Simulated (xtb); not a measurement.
xtb input (GFN2-xTB):

```bash
xtb mol.xyz --gfn 2 --sp --chrg -1 --uhf 0
```
mol.xyz:
```
3

Ga     0.30374815     0.11982264     0.09043944
F     -0.68066706     0.93279515    -1.13588949
F     -0.36557658    -1.34551759     0.82437587
```

End of the output:

```
         :::::::::::::::::::::::::::::::::::::::::::::::::::::
         ::                     SUMMARY                     ::
         :::::::::::::::::::::::::::::::::::::::::::::::::::::
         :: total energy             -11.041281404937 Eh    ::
         :: gradient norm              0.076826984011 Eh/a0 ::
         :: HOMO-LUMO gap              5.300378590318 eV    ::
         ::.................................................::
         :: SCC energy               -11.046709356243 Eh    ::
         :: -> isotropic ES            0.175141531126 Eh    ::
         :: -> anisotropic ES         -0.001808698279 Eh    ::
         :: -> anisotropic XC          0.000634699652 Eh    ::
         :: -> dispersion             -0.000896762893 Eh    ::
         :: repulsion energy           0.005427951306 Eh    ::
         :: add. restraining           0.000000000000 Eh    ::
         :: total charge              -1.000000000000 e     ::
         :::::::::::::::::::::::::::::::::::::::::::::::::::::

           -------------------------------------------------
          |                Property Printout                |
           -------------------------------------------------

    * Orbital Energies and Occupations

         #    Occupation            Energy/Eh            Energy/eV
      -------------------------------------------------------------
         1        2.0000           -0.5331982             -14.5091
         2        2.0000           -0.5265352             -14.3278
         3        2.0000           -0.2550462              -6.9402
         4        2.0000           -0.2362900              -6.4298
         5        2.0000           -0.2355402              -6.4094
         6        2.0000           -0.2343509              -6.3770
         7        2.0000           -0.2320537              -6.3145
         8        2.0000           -0.2237191              -6.0877
         9        2.0000           -0.1058035              -2.8791 (HOMO)
        10                          0.0889818               2.4213 (LUMO)
        11                          0.1583243               4.3082
        12                          0.2028656               5.5203
        13                          0.2448383               6.6624
        14                          0.2986271               8.1261
        15                          0.2986842               8.1276
Note: The following floating-point exceptions are signalling: IEEE_DENORMAL
normal termination of xtb
        16                          0.7335086              19.9598
        17                          1.1492048              31.2715
      -------------------------------------------------------------
                  HL-Gap            0.1947853 Eh            5.3004 eV
             Fermi-level           -0.0084109 Eh           -0.2289 eV

     #   Z          covCN         q      C6AA      α(0)
     1  31 Ga       1.384    -0.122   260.730    38.493
     2   9 F        0.692    -0.439    14.037     4.424
     3   9 F        0.692    -0.439    14.037     4.424

 Mol. C6AA /au·bohr⁶  :        516.652595
 Mol. C8AA /au·bohr⁸  :      39033.478162
 Mol. α(0) /au        :         47.340357

Wiberg/Mayer (AO) data.
largest (>0.10) Wiberg bond orders for each atom

 ---------------------------------------------------------------------------
     #   Z sym  total        # sym  WBO       # sym  WBO       # sym  WBO
 ---------------------------------------------------------------------------
     1  31 Ga   2.007 --     2 F    1.003     3 F    1.003
     2   9 F    1.014 --     1 Ga   1.003
     3   9 F    1.014 --     1 Ga   1.003
 ---------------------------------------------------------------------------

Topologies differ in total number of bonds
Writing topology from bond orders to xtbtopo.mol

molecular dipole:
                 x           y           z       tot (Debye)
 q only:        0.797       0.315       0.237
   full:        0.254       0.100       0.076       0.720
molecular quadrupole (traceless):
                xx          xy          yy          xz          yz          zz
 q only:        2.673       0.312      -2.174      -1.127       5.091      -0.499
  q+dip:        2.206      -0.099      -2.031      -1.526       5.293      -0.174
   full:        2.098      -0.489      -2.194      -2.110       6.240       0.096

           -------------------------------------------------
          | TOTAL ENERGY              -11.041281404937 Eh   |
          | GRADIENT NORM               0.076826984011 Eh/α |
          | HOMO-LUMO GAP               5.300378590318 eV   |
           -------------------------------------------------

------------------------------------------------------------------------
------------------------------------------------------------------------
 total:
 SCF:
```

This state (charge -1, singlet) is run at the relaxed geometry of the species with charge 0 and multiplicity 2.
